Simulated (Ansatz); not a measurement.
Mulliken charges of CH$_{5}$AlGeO, SMILES `O=[CH][GeH2][AlH2]` from r2SCAN/def2-TZVPP in Ansatz (PBE0-D4/def2-TZVP geometry).

| atom | x (Å) | y (Å) | z (Å) | charge (e) |
| --- | --- | --- | --- | --- |
| O1 | -0.560 | 0.934 | -2.384 | -0.255 |
| C2 | 0.288 | 0.367 | -1.753 | 0.115 |
| Ge3 | 0.548 | 0.626 | 0.225 | -0.096 |
| Al4 | -0.850 | -1.010 | 1.461 | 0.509 |
| H5 | 0.962 | -0.366 | -2.257 | 0.043 |
| H6 | 0.229 | 2.100 | 0.529 | 0.005 |
| H7 | 2.052 | 0.385 | 0.486 | -0.007 |
| H8 | -0.703 | -2.549 | 1.107 | -0.159 |
| H9 | -1.879 | -0.533 | 2.568 | -0.156 |

Problem. By hand: the dipole of these point charges (1 e Å = 4.8032 D).

Solution. Σ q r = (0.124, -0.290, 0.454) e Å, of length 0.553 e Å = 2.66 D.

Problem. How does the dipole of the full density compare? (Best estimate.)

Solution. Computed: (0.216, -0.247, 0.303) e Å, 2.15 D; the point charges give 1.24 times that, at 17° from its direction.

Point charges leave out the atoms' own dipoles, such as those of lone pairs, and Mulliken's split depends on the basis, so the two needn't agree.
